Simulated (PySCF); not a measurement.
C2H6BFO2. Atoms are numbered in the order given.

```xyz
12

O      2.5263     0.1379     0.0431
C      1.3848    -0.1570    -0.7391
B      0.0000     0.0000    -0.0129
F      0.0000     0.0000     1.3286
C     -1.3848     0.1570    -0.7391
O     -2.5263    -0.1379     0.0431
H      2.3726    -0.2031     0.9338
H      1.4121    -1.1957    -1.1526
H      1.4126     0.4874    -1.6369
H     -1.4121     1.1957    -1.1526
H     -1.4126    -0.4874    -1.6369
H     -2.3726     0.2031     0.9338
```
Charge 0, spin multiplicity 1.

The structure is a stationary point at B3LYP-D3(BJ)/def2-SVP. The structure was generated by enumeration, and PubChem lists no compound with its InChIKey, so it may never have been made. The values are those of a single conformer.

Method: TDA-ωB97X/def2-SVPD in PySCF.

Vertical excitations. Gas-phase values at a fixed geometry. State labels are in the subgroup C2.

| state | symmetry | energy (eV) | λ (nm) | f | main pairs |
|---|---|---|---|---|---|
| S1 | A | 6.24 | 199 | 0.003 | HOMO→LUMO+1 89 % |
| S2 | B | 7.09 | 175 | 0.000 | HOMO→LUMO 54 %, HOMO−1→LUMO+1 22 %, HOMO−1→LUMO+3 10 % |
| S3 | B | 7.38 | 168 | 0.049 | HOMO−1→LUMO+1 75 %, HOMO→LUMO 16 % |
| S4 | A | 7.40 | 167 | 0.000 | HOMO−1→LUMO 53 %, HOMO→LUMO+3 27 % |
| S5 | A | 8.19 | 151 | 0.014 | HOMO−2→LUMO+1 83 % |
| S6 | B | 8.29 | 150 | 0.048 | HOMO→LUMO+2 67 %, HOMO→LUMO 13 % |
| S7 | B | 8.60 | 144 | 0.014 | HOMO−2→LUMO 47 %, HOMO−3→LUMO+1 15 %, HOMO−1→LUMO+3 13 % |
| S8 | A | 8.67 | 143 | 0.007 | HOMO−1→LUMO+2 57 %, HOMO−1→LUMO 19 %, HOMO→LUMO+5 9 % |
| S9 | B | 8.88 | 140 | 0.040 | HOMO−3→LUMO+1 76 % |
| S10 | A | 8.96 | 138 | 0.006 | HOMO→LUMO+3 27 %, HOMO−3→LUMO 25 %, HOMO−2→LUMO+3 15 %, HOMO−1→LUMO+2 9 % |
| T1 | A | 5.78 | 214 | 0 | HOMO→LUMO+1 86 % |
| T2 | B | 6.73 | 184 | 0 | HOMO−1→LUMO+1 58 %, HOMO→LUMO 22 % |
| T3 | B | 7.00 | 177 | 0 | HOMO→LUMO 38 %, HOMO−1→LUMO+1 31 %, HOMO−1→LUMO+3 13 %, HOMO→LUMO+2 6 % |
| T4 | A | 7.11 | 174 | 0 | HOMO−1→LUMO 44 %, HOMO→LUMO+3 27 %, HOMO−1→LUMO+2 10 % |
Triplets are in the Tamm–Dancoff approximation.
